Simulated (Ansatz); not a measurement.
Geometry optimisation, RKS PBE-D4/6-31G* (Ansatz 0.2.0).

Input file:

```yaml
crystal:
  periodic: [false, false, false]
  atoms:
    - { symbol: Si, position_ang: [-0.45, 0.7797, 0.081] }
    - { symbol: H, position_ang: [1.0579, 0.3306, -0.9447] }
    - { symbol: O, position_ang: [-1.4699, 0.0392, -0.929] }
    - { symbol: C, position_ang: [-1.4203, -0.1401, -2.3091] }
    - { symbol: H, position_ang: [-0.0955, 2.1804, -0.1133] }
    - { symbol: H, position_ang: [-1.3243, 0.6693, 1.244] }
    - { symbol: H, position_ang: [1.5362, -0.133, -0.2263] }
    - { symbol: O, position_ang: [1.0737, -0.2968, 0.9602] }
    - { symbol: C, position_ang: [1.29, -0.6496, 2.3001] }
    - { symbol: H, position_ang: [-2.1228, -0.9307, -2.5775] }
    - { symbol: H, position_ang: [-1.709, 0.7835, -2.8179] }
    - { symbol: H, position_ang: [-0.4157, -0.4214, -2.6389] }
    - { symbol: H, position_ang: [0.6478, -0.0459, 2.9445] }
    - { symbol: H, position_ang: [2.3339, -0.4553, 2.5639] }
    - { symbol: H, position_ang: [1.068, -1.7098, 2.463] }
basis:
  gaussian: { orbitals: "6-31G*" }
hamiltonian:
  xc: pbe
  dispersion: d4
relax:
  f_tol: 0.15
  max_steps: 25
  restrain:
    - { distance: [0, 7], at: 3.07, k: 30.0 }
    - { distance: [6, 1], at: 1.92, k: 30.0 }
    - { distance: [0, 1], at: 1.42, k: 30.0 }
    - { distance: [6, 7], at: 0.97, k: 30.0 }
output:
  orbitals: {}
```

Command:

```bash
$ ansatz run input.yaml --threads 2 --pin off --max-ram 3072MiB --backend cpu --events-out ev --progress --plain --runs-dir out
```

Task: Where does it end, and by what steps?

Result: The run converged. The restraints hold the end off the free minimum. After 13 steps the energy has fallen by 1.443 eV (the restraints' own energy left out); H5 moved furthest, 1.14 Å. Parted: Si1–O8. Joined: Si1–H2, H7–O8.

```csv
step,energy less start (eV),largest force component (eV/Å),accepted
0,0.0000,2.313,yes
1,0.7572,3.998,yes
2,1.1379,3.840,yes
3,0.8497,3.572,yes
4,0.1751,2.686,yes
5,-0.5015,2.000,yes
6,-1.0478,1.354,yes
7,-1.2778,1.085,yes
8,-1.3628,1.165,yes
9,-1.3811,1.176,yes
10,-1.4207,1.121,yes
11,-1.4308,1.222,yes
12,-1.4432,1.098,yes
13,-1.4427,1.037,yes
```

```xyz
15
Properties=species:S:1:pos:R:3
Si -0.602 1.069 -0.184
H 0.827 1.029 -0.460
O -1.452 -0.128 -0.982
C -1.438 -0.142 -2.408
H -1.066 2.429 -0.651
H -0.872 0.941 1.280
H 1.685 -0.451 0.422
O 1.220 -1.130 0.947
C 1.467 -0.831 2.319
H -2.116 -0.942 -2.747
H -1.789 0.820 -2.834
H -0.425 -0.352 -2.805
H 1.046 0.151 2.624
H 2.548 -0.847 2.571
H 0.968 -1.617 2.909
```

Run time: 29 s on 2 threads of Arm Neoverse V2, with other jobs on the host, peak memory 0.14 GiB.
